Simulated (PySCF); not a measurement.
silicon monoxide (OSi), singlet, at a GFN2-xTB geometry, with bond 2-1 at 2.0 times its length; PySCF with SVWN5/cc-pVTZ.

PySCF was given this input:
```python
from pyscf import gto, scf, dft

mol = gto.Mole()
mol.atom = '''
    Si   -0.000000   -0.000000   -0.548582
    O     0.000000    0.000000    2.468621
'''
mol.basis = 'cc-pvtz'
mol.charge = 0
mol.spin = 0
mol.verbose = 4
mol.build()

mf = dft.RKS(mol)
mf.xc = 'lda,vwn'
mf.init_guess = '1e'
mf.kernel()
```

What the program printed (banner, timings and long lists left out):

```
PySCF version 2.14.0

[INPUT] verbose = 4
[INPUT] num. atoms = 2
[INPUT] num. electrons = 22
[INPUT] charge = 0
[INPUT] spin (= nelec alpha-beta = 2S) = 0
[INPUT] symmetry False subgroup None
[INPUT] Mole.unit = angstrom
[INPUT] Symbol           X                Y                Z      unit          X                Y                Z       unit  Magmom
[...]
nuclear repulsion = 19.6433079322273
number of shells = 18
number of NR pGTOs = 101
number of NR cGTOs = 64
basis = cc-pvtz
ecp = {}

******** <class 'pyscf.dft.rks.RKS'> ********
method = RKS
initial guess = 1e
damping factor = 0
level_shift factor = 0
DIIS = <class 'pyscf.scf.diis.CDIIS'>
diis_start_cycle = 1
diis_space = 8
diis_damp = 0
SCF conv_tol = 1e-09
SCF conv_tol_grad = None
SCF max_cycles = 50
direct_scf = True
direct_scf_tol = 1e-13
XC library pyscf.dft.libxc version 7.1.2
    S. Lehtola, C. Steigemann, M. J. T. Oliveira, and M. A. L. Marques,  SoftwareX 7, 1–5 (2018)
XC functionals = lda,vwn
    P. A. M. Dirac,  Math. Proc. Cambridge Philos. Soc. 26, 376 (1930)
    F. Bloch,  Z. Phys. 57, 545 (1929)
    S. H. Vosko, L. Wilk, and M. Nusair,  Can. J. Phys. 58, 1200 (1980)
radial grids:
    Treutler-Ahlrichs [JCP 102, 346 (1995); DOI:10.1063/1.469408] (M4) radial grids

becke partition: Becke, JCP 88, 2547 (1988); DOI:10.1063/1.454033
pruning grids: <function nwchem_prune>
grids dens level: 3
symmetrized grids: False
atomic radii adjust function: <function treutler_atomic_radii_adjust>
small_rho_cutoff = 0
Set gradient conv threshold to 3.16228e-05
Initial guess from hcore.
[...]
tot grids = 33264
init E= -334.769059603302

WARN: HOMO -0.0519259191444793 == LUMO -0.0518661394653267

cycle= 1 E= -239.664048618481  delta_E= 95.1  |g|= 10.2  |ddm|= 30.1

WARN: HOMO -3.55520517316046 == LUMO -3.55508772847073

cycle= 2 E= -323.95629542967  delta_E= -84.3  |g|= 6.14  |ddm|= 26.1
[...]
cycle= 3 E= -356.288475404953  delta_E= -32.3  |g|= 5.19  |ddm|= 23.4
[...]
cycle= 4 E= -361.206373489463  delta_E= -4.92  |g|= 2.29  |ddm|= 3.93
[...]
cycle= 5 E= -355.501297644427  delta_E= 5.71  |g|= 2.51  |ddm|= 4.28
[...]
cycle= 6 E= -360.25590070306  delta_E= -4.75  |g|=  3.2  |ddm|= 2.92
[...]
cycle= 7 E= -360.845808806783  delta_E= -0.59  |g|= 2.65  |ddm|= 0.338
[...]
cycle= 8 E= -355.663199430961  delta_E= 5.18  |g|= 2.62  |ddm|= 2.82
[...]
cycle= 9 E= -355.422045756503  delta_E= 0.241  |g|= 2.64  |ddm|= 0.15
[...]
cycle= 10 E= -361.738058984001  delta_E= -6.32  |g|= 1.87  |ddm|= 2.72
[...]
cycle= 11 E= -362.019955926102  delta_E= -0.282  |g|= 1.63  |ddm|= 0.257
[...]
cycle= 12 E= -361.427374710386  delta_E= 0.593  |g|= 2.11  |ddm|= 0.485
[...]
cycle= 13 E= -361.346542329752  delta_E= 0.0808  |g|= 2.21  |ddm|= 0.108
[...]
cycle= 14 E= -361.465817733222  delta_E= -0.119  |g|= 2.06  |ddm|= 0.126
[...]
cycle= 15 E= -361.614003363554  delta_E= -0.148  |g|= 1.96  |ddm|= 0.176
[...]
cycle= 16 E= -361.612658521826  delta_E= 0.00134  |g|= 1.95  |ddm|= 0.0239
[...]
cycle= 17 E= -362.352320862614  delta_E= -0.74  |g|= 1.21  |ddm|= 0.687
[...]
cycle= 18 E= -355.036277870088  delta_E= 7.32  |g|= 2.68  |ddm|= 2.71
[...]
cycle= 19 E= -359.467454984176  delta_E= -4.43  |g|= 3.02  |ddm|= 1.56
[...]
cycle= 20 E= -362.317611270321  delta_E= -2.85  |g|= 1.26  |ddm|= 1.98
[...]
cycle= 21 E= -362.76720549419  delta_E= -0.45  |g|= 0.146  |ddm|= 0.801
[...]
cycle= 22 E= -362.374856214737  delta_E= 0.392  |g|= 1.08  |ddm|= 0.79
[...]
cycle= 23 E= -362.733978363252  delta_E= -0.359  |g|= 0.403  |ddm|=  0.5
[...]
cycle= 24 E= -362.772145000809  delta_E= -0.0382  |g|= 0.109  |ddm|= 0.164
[...]
cycle= 25 E= -362.773201583848  delta_E= -0.00106  |g|= 0.0915  |ddm|= 0.0246
[...]
cycle= 26 E= -362.774677792326  delta_E= -0.00148  |g|= 0.0434  |ddm|= 0.0211
[...]
cycle= 27 E= -362.771340404126  delta_E= 0.00334  |g|= 0.132  |ddm|= 0.0798
[...]
cycle= 28 E= -362.775057796363  delta_E= -0.00372  |g|= 0.0167  |ddm|= 0.0493
[...]
cycle= 29 E= -362.77511990277  delta_E= -6.21e-05  |g|= 0.000698  |ddm|= 0.00804
[...]
cycle= 30 E= -362.775120008975  delta_E= -1.06e-07  |g|= 8.49e-05  |ddm|= 0.000358
[...]
cycle= 31 E= -362.775120010335  delta_E= -1.36e-09  |g|= 3.52e-05  |ddm|= 5.71e-05
[...]
cycle= 32 E= -362.775120010614  delta_E= -2.79e-10  |g|= 2.27e-06  |ddm|= 1.75e-05
[...]
Extra cycle  E= -362.775120005705  delta_E= 4.91e-09  |g|= 0.000149  |ddm|= 6.65e-05
converged SCF energy = -362.775120005705
```
